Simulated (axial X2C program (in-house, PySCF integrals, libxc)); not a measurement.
**Spin–orbit effects along a row: molecules with Sn, PBE0**

Computed with an axial X2C code built on PySCF integrals, spin-free (one-electron X2C) or two-component (2c: spin–orbit coupling with atomic mean-field Coulomb and Gaunt terms, which also bring small scalar terms), in Dyall basis sets with cores contracted in-house; open shells are unrestricted.

Basis sets: Br dyall-cv3z, Ca dyall-cv3z, Cr dyall-cv3z, Cu dyall-cv3z, Fe dyall-cv3z, Ga dyall-cv3z, K dyall-cv3z, Se dyall-cv3z, Sn dyall-cv3z.

```csv
molecule,spin-free state,Re (Å),ωe (cm⁻¹),De (eV),2c state,Re 2c (Å),ωe 2c (cm⁻¹),De 2c (eV)
KSn,"M_S = 3/2, Λ = 0",3.253,137.5,1.40,Ω = 3/2,3.255,137.0,n/a
CaSn,"M_S = 1, Λ = 0",3.002,185.4,1.41,Ω = 1,3.004,184.3,n/a
CrSn,"M_S = 2, Λ = 1",2.708,181.8,1.20,Ω = 3,2.713,179.4,n/a
FeSn,"M_S = 3, Λ = 2",2.684,180.4,0.76,Ω = 2,2.571,207.3,n/a
CuSn,"M_S = 1/2, Λ = 1",2.457,214.4,1.94,Ω = 1/2,2.461,212.6,n/a
GaSn,"M_S = 3/2, Λ = 0",2.659,181.3,2.16,Ω = 3/2,2.662,180.0,n/a
SnSe,"M_S = 0, Λ = 0",2.324,338.3,4.56,Ω = 0,2.325,336.9,n/a
SnBr,"M_S = 1/2, Λ = 1",2.515,244.0,3.51,Ω = 1/2,2.518,242.3,n/a
```

Problem. Work out the shifts from the spin-free to the two-component result.

Solution. 

```json
{"molecule": "KSn", "2c state": "Ω = 3/2", "ΔRe (Å)": "0.002", "Δωe (cm⁻¹)": "-0.5", "ΔDe (eV)": "n/a"}
{"molecule": "CaSn", "2c state": "Ω = 1", "ΔRe (Å)": "0.002", "Δωe (cm⁻¹)": "-1.1", "ΔDe (eV)": "n/a"}
{"molecule": "CrSn", "2c state": "Ω = 3", "ΔRe (Å)": "0.005", "Δωe (cm⁻¹)": "-2.4", "ΔDe (eV)": "n/a"}
{"molecule": "FeSn", "2c state": "Ω = 2", "ΔRe (Å)": "other state", "Δωe (cm⁻¹)": "other state", "ΔDe (eV)": "n/a"}
{"molecule": "CuSn", "2c state": "Ω = 1/2", "ΔRe (Å)": "0.004", "Δωe (cm⁻¹)": "-1.8", "ΔDe (eV)": "n/a"}
{"molecule": "GaSn", "2c state": "Ω = 3/2", "ΔRe (Å)": "0.003", "Δωe (cm⁻¹)": "-1.3", "ΔDe (eV)": "n/a"}
{"molecule": "SnSe", "2c state": "Ω = 0", "ΔRe (Å)": "0.001", "Δωe (cm⁻¹)": "-1.4", "ΔDe (eV)": "n/a"}
{"molecule": "SnBr", "2c state": "Ω = 1/2", "ΔRe (Å)": "0.003", "Δωe (cm⁻¹)": "-1.7", "ΔDe (eV)": "n/a"}
```

Shifts of one unit in the last digit are rounding.

Each entry is the lowest single determinant of a limited PBE0 search at one distance. De goes to single-determinant-based atoms at the same level (for ions the charge split of lowest energy) and is withheld (n/a) where an atom does not fit its ground term or J level. Main or longest-lived isotopes. One determinant is a doubtful description, or other states lie close, for KSn, CaSn, CrSn, FeSn, GaSn; these need not be ground states, and all values refer to the states named. Some open-shell Ω = 0 determinants are out of reach, so the Ω given for CaSn, CrSn, FeSn need not be the lowest component. With several unpaired electrons the Ω given is that of one determinant, not necessarily of the lowest component. The functionals have no current term, which raises determinants with orbital currents. Where the atoms have a lower orbital projection than the molecule, De at mean-field level may be about a tenth of an eV too small. The lowest determinant changes configuration between the Hamiltonians for FeSn, so two states are compared there.
